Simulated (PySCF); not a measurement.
One of the candidates below gave these computed data.

All candidates are C4H8ClNSi.

* 13C NMR: chemical shifts (computed TMS as zero) by class: 122.5 (1 C), 23.6 (1 C), 20.3 (1 C), 14.9 (1 C) ppm [GIAO PBE0/pcSseg-1]
* UV, first state: lowest singlet excitation: 7.30 eV (170 nm, f = 0.005) [TDDFT PBE0/def2-SVPD]
* UV, strongest line: among the 8 lowest singlet transitions: S6 at 8.11 eV (153 nm, f = 0.014) [TDDFT PBE0/def2-SVPD]
* Polarisability: 87.8 au [PBE0/def2-SVPD]
* Rotational structure: rotational constants A, B, C: 2.394, 1.200, 0.973 GHz [GFN2-xTB]
* Dipole: 3.95 D [PBE0/def2-SVPD]
* NMR, other nuclei: isotropic shieldings of nuclei other than C and H, by class: -37 (1 N), 362 (1 Si), 1016 (1 Cl) ppm [GIAO PBE0/pcSseg-1]

Gas-phase values; electronic properties from PySCF, density fitting. Levels stand in brackets. Geometry: GFN2-xTB, one conformer, isolated molecule. NMR values are class means; diastereotopic atoms form classes of their own.

Question: Which candidate is it?
A. `[SiH3]N[C@@H]1C=C(Cl)C1`
B. `C=CC[Si@H](Cl)N=C`
C. `[H]/N=C/C(=C/C)[SiH2]Cl`
D. `C[C@@H](CC#N)[SiH2]Cl`
E. `C[C@]([SiH3])(Cl)CC#N`

Answer: D. It is `C[C@@H](CC#N)[SiH2]Cl`. Numbering: `[CH3:1][C@@H:2]([CH2:3][C:4]#[N:5])[SiH2:6][Cl:7]`. Its formula, C4H8ClNSi, gives 2 degrees of unsaturation: 0 rings and 2 π bonds in the structure found. 4 carbons fall into 4 classes; from least to most shielded: nitrile carbon [C4] (122.5 ppm), sp3 carbon bound to silicon [C2] (23.6 ppm), sp3 carbon next to a nitrile [C3] (20.3 ppm), methyl carbon [C1] (14.9 ppm). The other shieldings belong to: -37 ppm, nitrile nitrogen [N5]; 362 ppm, chlorine-bound silicon [Si6]; 1016 ppm, silicon-bound chlorine [Cl7]. The optimised geometry has point group C1 and is an asymmetric top.

The others, at the same levels:
- `C=CC[Si@H](Cl)N=C` fails: its computed 13C shifts are 172.8 (1 C), 139.2 (1 C), 122.4 (1 C), 32.7 (1 C) ppm, lowest singlet excitation is 3.93 eV (316 nm, f = 0.000) (against 7.30 eV) and strongest line among the 8 lowest singlet transitions is S4 at 6.47 eV (192 nm, f = 0.268) (against S6 at 8.11 eV).
- `C[C@]([SiH3])(Cl)CC#N` fails: its computed 13C shifts are 121.9 (1 C), 57.6 (1 C), 32.9 (1 C), 30.5 (1 C) ppm and smallest rotational constant is 1.061 GHz (against 0.973 GHz).
- `[SiH3]N[C@@H]1C=C(Cl)C1` fails: its computed 13C shifts are 148.7 (1 C), 144.3 (1 C), 53.8 (1 C), 53.7 (1 C) ppm, lowest singlet excitation is 5.32 eV (233 nm, f = 0.013) (against 7.30 eV) and strongest line among the 8 lowest singlet transitions is S3 at 6.45 eV (192 nm, f = 0.176) (against S6 at 8.11 eV).
- `[H]/N=C/C(=C/C)[SiH2]Cl` fails: its computed 13C shifts are 177.6 (1 C), 163.6 (1 C), 150.7 (1 C), 22.6 (1 C) ppm, lowest singlet excitation is 4.61 eV (269 nm, f = 0.000) (against 7.30 eV) and strongest line among the 8 lowest singlet transitions is S3 at 5.90 eV (210 nm, f = 0.369) (against S6 at 8.11 eV).

Each candidate is one conformer, not necessarily the lowest. Dipoles, sizes and rotational constants follow the conformer. The torsions of the flexible species, by atom-mapped SMILES:
- `[CH3:1][C@@H:2]([CH2:3][C:4]#[N:5])[SiH2:6][Cl:7]`: C1–C2–C3–C4 64°, C1–C2–Si6–Cl7 -179°
- `[CH2:1]=[CH:2][CH2:3][Si@H:4]([Cl:5])[N:6]=[CH2:7]`: C1–C2–C3–Si4 110°, C2–C3–Si4–Cl5 -172°, C3–Si4–N6–C7 -118°
- `[CH3:1][C@:2]([SiH3:3])([Cl:4])[CH2:5][C:6]#[N:7]`: C1–C2–C5–C6 -64°
- `[SiH3:1][NH:2][C@@H:3]1[CH:4]=[C:5]([Cl:6])[CH2:7]1`: Si1–N2–C3–C4 -174°
- `[H]/[N:5]=[CH:4]/[C:3](=[CH:2]/[CH3:1])[SiH2:6][Cl:7]`: C2–C3–C4–N5 179°, C2–C3–Si6–Cl7 104°
